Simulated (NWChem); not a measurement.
HNP (+1) in NWChem

Program: NWChem. All single points use one geometry, from PBE0/def2-SVP, a minimum by its harmonic frequencies.

Input file:

```
start mol
memory heap 200 mb stack 900 mb global 1100 mb
charge 1
geometry "system" units angstroms nocenter noautoz noautosym
  N      0.000000     0.000000     1.096898
  P      0.000000     0.000000    -0.389794
  H      0.000000     0.000000    -1.831373
end
set geometry "system"
basis spherical
  * library 6-31g*
end
dft
  xc pbe0
  semidirect memsize 60000000 filesize 0
  iterations 100
  convergence energy 1e-10 density 1e-9 gradient 1e-8
  tolerances tight
end
task dft energy
rt_tddft
  tmax 150.0
  dt 0.2
  tag "kick"
  print dipole
  field "kick"
    type delta
    polarization x
    max 0.0001
  end
  excite "system" with "kick"
end
task dft rt_tddft
```

Change of the dipole's x component after the kick, in units of 1e-4 a.u.:

```
time (a.u.)      Δμ
-----------  ------
0.0           0.000
0.4           0.285
0.8           0.517
1.2           0.634
1.6           0.624
2.0           0.503
2.4           0.422
2.8           0.385
3.2           0.310
3.6           0.233
4.0           0.123
4.4          -0.041
4.8          -0.121
5.2          -0.126
5.6          -0.078
6.0           0.060
6.4           0.169
6.8           0.189
7.2           0.174
7.6           0.087
8.0          -0.033
8.4          -0.070
8.8          -0.103
9.2          -0.150
9.6          -0.173
10.0         -0.250
10.4         -0.334
10.8         -0.321
11.2         -0.269
11.6         -0.166
12.0          0.001
12.4          0.124
12.8          0.228
13.2          0.317
13.6          0.334
14.0          0.313
14.4          0.279
14.8          0.213
15.4          0.200
15.8          0.212
16.2          0.191
16.6          0.170
17.0          0.075
17.4         -0.033
17.8         -0.065
18.2         -0.074
18.6         -0.064
19.0         -0.027
19.4         -0.072
19.8         -0.166
20.2         -0.234
20.6         -0.304
21.0         -0.303
21.4         -0.223
21.8         -0.168
22.2         -0.147
22.6         -0.178
23.0         -0.296
23.4         -0.369
23.8         -0.349
24.2         -0.265
24.6         -0.098
25.0          0.038
25.4          0.057
25.8          0.038
26.2          0.034
26.6          0.054
27.0          0.197
27.4          0.356
27.8          0.406
28.2          0.399
28.6          0.287
29.0          0.134
29.4          0.063
29.8          0.049
```
